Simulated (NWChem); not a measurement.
# GeH₂, singlet; SMILES [GeH2]

Results from NWChem. Low-valent species are run as closed-shell singlets; no triplet was tried in these runs. The geometry was optimised at PBE0/def2-SVP. Ions are spin-unrestricted doublets at the neutral geometry; other ion states weren't tried.

Q: What does the run give for r2SCAN/def2-TZVP? Quantities: vertical ionisation energy, ΔSCF (eV); −ε(HOMO) (eV).

A: 
* **vertical ionisation energy, ΔSCF (eV)**: 9.42
* **−ε(HOMO) (eV)**: 6.14
